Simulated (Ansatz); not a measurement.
Ansatz (an electronic-structure program) was given this input:
Ansatz 0.2 input:
```yaml
crystal:
  periodic: [false, false, false]
  atoms:
    - {symbol: Ge, position_ang: [0.00000000, 0.00000000, 0.00000000]}
basis:
  gaussian:
    orbitals: 6-311G__.json
hamiltonian:
  xc: pbe0
total_charge: -1
magnetization: {spin_polarized: true, initial_magnetization: 3}
```
The basis file holds 6-311G** in the JSON format of the Basis Set Exchange.

Task: Predict the number of basis functions from PBE0/6-311G** (Ansatz).

Result: 44

Task: What is the computed <S^2> (PBE0/6-311G**)?

Result: 3.751

A gas-phase anion may not be bound at this level; its values then depend on the basis.
